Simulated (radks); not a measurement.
The numbers below are computed, except where a source is named.
Pb III, 80 electrons, occupied as [Hg].

Level of theory: non-relativistic Kohn-Sham, r2SCAN, spin-polarised, spherical densities, point nucleus; meta-GGA in the generalised Kohn-Sham scheme; relativity is left out, which matters for an element this heavy (a radial shooting solver on a logarithmic mesh with Libxc functionals).

Energy parts (eV):
part                       energy
total                  -531373.34
kinetic                 531251.17
electron-nucleus      -1263190.20
Hartree                 210445.22
exchange-correlation     -9879.53

Orbitals (lengths in bohr, moments of r in powers of bohr; r(max) is where P^2 peaks; r(90%) holds 90 % of the orbital's charge):
| orbital | occ. | eigenvalue (eV) | r(max) | r(90%) |
|---|---|---|---|---|
| 1s | 2 | -79099.88 | 0.01225 | 0.0328 |
| 2s | 2 | -13368.29 | 0.06649 | 0.119 |
| 2p | 6 | -12867.93 | 0.05157 | 0.106 |
| 3s | 2 | -3208.654 | 0.1811 | 0.284 |
| 3p | 6 | -2971.029 | 0.1702 | 0.276 |
| 3d | 10 | -2528.322 | 0.1337 | 0.250 |
| 4s | 2 | -729.8571 | 0.4016 | 0.608 |
| 4p | 6 | -624.7026 | 0.4003 | 0.619 |
| 4d | 10 | -431.0832 | 0.3916 | 0.643 |
| 4f | 14 | -169.9315 | 0.3464 | 0.701 |
| 5s | 2 | -133.8632 | 0.8759 | 1.35 |
| 5p | 6 | -98.5905 | 0.9208 | 1.47 |
| 5d | 10 | -41.4825 | 1.062 | 1.90 |
| 6s | 2 | -24.1190 | 2.158 | 3.48 |
| 6p | 0 | -16.6523 | 2.483 | 4.00 |

The highest occupied level is 6s at -24.119 eV. The electron density at the nucleus is 3.962e+05 e/bohr^3. The density falls to 0.001 e/bohr^3 at r = 3.89 bohr. Summed over all electrons, <r^2> = 48.58 bohr^2, which gives a Langevin (diamagnetic) susceptibility term of -38.5 x 10^-6 cm^3/mol. For comparison, the ionisation energy in NIST's Atomic Spectra Database is 31.937 eV (measured). In exact Kohn-Sham theory the highest level is minus the ionisation energy, but local and semilocal functionals leave it too shallow, through self-interaction and a potential that decays too fast; potentials with the right tail come closer. Virial ratio -V/T = 2.00023.
